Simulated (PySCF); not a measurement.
## Au⁷⁶⁺: ionisation energy

Au⁷⁶⁺ [He] 2s1 [2s1/2^1, M_J = 1/2] → Au⁷⁷⁺ 1s2, as a difference of total energies. All numbers are calculated (PySCF 2.14, the two-component X2C-1e Hamiltonian, in an uncontracted even-tempered set (16 s from 67 bohr⁻², ratio 2.4; 13 p from 87 bohr⁻², ratio 2.4; 5 d from 270 bohr⁻², ratio 2.6; 4 f from 400 bohr⁻², ratio 2.6)). Correlated levels: nothing frozen; the 28 highest virtual spinors dropped. "Screened" scales the spin-orbit matrix elements by Boettger's factors to mimic the two-electron term; Breit and QED terms are absent.

| method | ionisation energy (eV) | difference from reference (eV) |
| --- | --- | --- |
| GHF (screened spin-orbit) | 22901.3 | +33.2 |
| GMP2 (screened spin-orbit) | 22901.6 | +33.5 |

Reference: 22868.1 ± 0.3 eV (theoretical estimate listed by NIST; NIST Atomic Spectra Database, ionization energies).

For this ion Breit and QED terms and the two-electron picture change, all absent here, outweigh the correlation shift from GHF to GMP2.
